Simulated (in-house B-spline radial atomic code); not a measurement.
# Functionals against NIST's ionisation energies down a group: Ne²⁺ to Xe²⁺

Ionisation energies as differences of self-consistent total energies from an all-electron radial atomic-structure program (B-spline basis): all electrons, radial basis limit, scalar-relativistic (one-electron X2C), spin-polarised at highest spin, spherical densities; exact exchange is averaged over the determinants of each configuration. No spin-orbit coupling, Breit or QED terms. NIST's values run from ground level to ground level, so in open shells the differences also hold multiplet and fine-structure energies that spherical high-spin averages miss. For p electrons of heavy elements the spin-orbit part alone reaches an electronvolt or more. Columns give computed minus NIST, in eV; a star marks a semi-empirical value. Species are left out where the tabulated value is theory, is uncertain by more than 0.12 eV, or (13 ions, such as In⁴⁺, Te⁴⁺ and Bi⁴⁺) lies off its series for all methods alike, which flatters the means a little.

```
species  shell      NIST (eV)  Hartree-Fock  TPSSh  revTPSS   OLYP
   Ne²⁺     2p          63.42         -1.77  -0.47    -0.72  -0.55
   Ar²⁺     3p  40.73 ± 0.01*         -1.58  -0.32    -0.40  -0.39
   Kr²⁺     4p   35.84 ± 0.02         -1.71  -0.49    -0.55  -0.75
   Xe²⁺     5p  31.05 ± 0.04*         -1.88  -0.70    -0.77  -1.01
```

Task: How do the methods rank, and which species is hardest?

Result: Mean absolute (signed) differences: TPSSh 0.50 (-0.50) eV; revTPSS 0.61 (-0.61) eV; OLYP 0.68 (-0.68) eV; Hartree-Fock 1.73 (-1.73) eV. For Xe²⁺, which loses a 5p electron, the nearest method is off by -0.70 eV, the largest such miss. Hartree-Fock comes too low mainly by the correlation energy of the removed electron.
